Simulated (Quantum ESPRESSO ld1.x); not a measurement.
Ga14+, 17 electrons, occupied as [Ne] 3s2 3p5. Method: Dirac Kohn-Sham, PW91, spin-unpolarised, spherical densities, point nucleus; open shells fill j = l - 1/2 first; computed with ld1.x of Quantum ESPRESSO 7.5. Some entries of the table are withheld. Estimate them.

orbital  occ.  eigenvalue (eV)  <r^2> (bohr^2)  <r> (bohr)
1s1/2       2         -10699.0        0.003180         (1)
2s1/2       2         -1733.59         0.05517         (2)
2p1/2       2         -1590.45             (3)      0.1872
2p3/2       4         -1562.60             (4)      0.1906
3s1/2       2         -544.318          0.3724      0.5720
3p1/2       2              (5)             (6)         (7)
3p3/2       3              (8)             (9)        (10)

Answer. 
(1) 1s1/2 <r> (bohr): 0.04861
(2) 2s1/2 <r> (bohr): 0.2163
(3) 2p1/2 <r^2> (bohr^2): 0.04292
(4) 2p3/2 <r^2> (bohr^2): 0.04437
(5) 3p1/2 eigenvalue (eV): -497.101
(6) 3p1/2 <r^2> (bohr^2): 0.3661
(7) 3p1/2 <r> (bohr): 0.5632
(8) 3p3/2 eigenvalue (eV): -491.743
(9) 3p3/2 <r^2> (bohr^2): 0.3737
(10) 3p3/2 <r> (bohr): 0.5692
